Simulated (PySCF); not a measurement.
# How methods differ on the ionisation energy of Si³⁺

Si³⁺ [Ne] 3s1 [3s1/2^1, M_J = 1/2] → Si⁴⁺ [Ne], as a difference of total energies. Computed with PySCF 2.14 in x2c-TZVPPall-2c (5s6p3d1f, 45 functions), with the two-component X2C-1e Hamiltonian. Correlated levels: [Ne] frozen; the 6 highest virtual spinors dropped. "Screened" scales the spin-orbit matrix elements by Boettger's factors to mimic the two-electron term; Breit and QED terms are absent.

```
                        method  ionisation energy (eV)
     GHF (screened spin-orbit)                  44.697
    GMP2 (screened spin-orbit)                  44.697
   GCCSD (screened spin-orbit)                  44.697
GCCSD(T) (screened spin-orbit)                  44.697
```

Errors of the correlated levels include the incompleteness of this basis and the frozen core.

For comparison: 45.142 eV (measured; NIST Atomic Spectra Database, ionization energies).
